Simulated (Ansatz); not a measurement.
Mulliken charges of CH2OSSe (`OC(=S)[SeH]`) from ωB97M-V/def2-TZVPP in Ansatz (PBE0-D4/def2-TZVP geometry).

```
atom   x (Å)   y (Å)   z (Å)  charge (e)
  O1   0.761   0.144  -0.753      -0.218
  C2   0.122  -0.260   0.340       0.121
  S3   0.764  -1.191   1.504      -0.236
 Se4  -1.656   0.366   0.421       0.052
  H5   1.657  -0.225  -0.704       0.205
  H6  -1.606   1.101  -0.854       0.077
```

**Question.** By hand: the dipole of these point charges (1 e Å = 4.8032 D).

**Answer.** Σ q r = (-0.202, 0.276, -0.338) e Å, of length 0.481 e Å = 2.31 D.

**Question.** How does the dipole of the full density compare? (Estimate.)

**Answer.** Ansatz gave: (0.013, 0.222, -0.384) e Å, 2.13 D; the point charges give 1.08 times that, at 28° from its direction.

Point charges leave out the atoms' own dipoles, such as those of lone pairs, and Mulliken's split depends on the basis, so the two needn't agree.
